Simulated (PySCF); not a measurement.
## ZnGa: one state, many levels of theory

State: ²Π (doublet), unpaired electrons π ↑. Set-up: Zn pcseg-1, Ga pcseg-1; no relativity (PySCF 2.14). De refers to Zn + Ga in their high-spin ground configurations, without counterpoise correction. The functionals are run spin-unrestricted. A positive dipole means Zn(−)Ga(+). Levels whose curve was spin-contaminated or gave no clean fit are not listed.

```
       Level  Re (Å)  ωe (cm⁻¹)  De (eV)  μ (D)  CPU s a point (SCF and correlation, without the integrals)
    ROHF-MP2   2.734        110    0.293    n/a                                                         0.3
ROHF-SCS-MP2   2.826       91.1    0.203    n/a                                                         n/a
         PBE   2.669        132    0.413  -1.29                                                        0.84
      r²SCAN   2.598        148    0.475  -1.40                                                         1.3
       TPSSh   2.663        130    0.381  -1.44                                                         1.3
        PBE0   2.709        121    0.340  -1.40                                                         1.3
        MN15   2.756        106    0.371  -1.05                                                         1.3
   BHandHLYP   2.879       83.0    0.140  -1.23                                                        0.81
     LC-ωPBE   2.763       99.7    0.212  -1.40                                                         1.5
```

The bond length runs from 2.598 Å (r²SCAN) to 2.879 Å (BHandHLYP). De spans 0.14 eV (BHandHLYP, global hybrid GGA) to 0.48 eV (r²SCAN, meta-GGA).

Correlated steps freeze 14 core orbitals. The bond is weak. Basis-set superposition, not corrected here, can be much of De in a small basis, most of all at correlated wavefunction levels. Functionals without a dispersion term scatter widely for such bonds, and LDA overbinds them. Spin–orbit coupling is left out. The state is the lowest determinant that a PBE0 search found; another state may lie lower at other levels.

The whole job (state search and all levels along the bond) took about 2.9 min on 1 thread of Arm Neoverse V2 (shared host), peak memory 0.89 GiB.
